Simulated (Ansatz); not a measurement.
Mulliken charges of `FC1[O][GeH2][SiH2]1` from ωB97M-V/def2-TZVPP in Ansatz (PBE0-D4/def2-TZVP geometry).

| atom | x (Å) | y (Å) | z (Å) | charge (e) |
| --- | --- | --- | --- | --- |
| F1 | -1.927 | -0.462 | 0.839 | -0.228 |
| C2 | -0.653 | 0.072 | 1.046 | 0.132 |
| O3 | 0.294 | -0.936 | 1.016 | -0.398 |
| Ge4 | 0.925 | -0.965 | -0.714 | 0.245 |
| Si5 | -0.164 | 1.130 | -0.502 | 0.119 |
| H6 | -0.675 | 0.529 | 2.040 | 0.100 |
| H7 | 2.453 | -1.127 | -0.656 | 0.021 |
| H8 | 0.308 | -2.141 | -1.491 | 0.019 |
| H9 | -1.247 | 1.608 | -1.397 | -0.004 |
| H10 | 0.769 | 2.241 | -0.177 | -0.006 |

Task: By hand: the dipole of these point charges (1 e Å = 4.8032 D).

Result: Σ q r = (0.433, 0.354, -0.524) e Å, of length 0.766 e Å = 3.68 D.

Task: How does the dipole of the full density compare? (Estimate.)

Result: The calculation gave: (0.299, 0.326, -0.359) e Å, 2.74 D; the point charges give 1.34 times that, at 7° from its direction.

Point charges leave out the atoms' own dipoles, such as those of lone pairs, and Mulliken's split depends on the basis, so the two needn't agree.
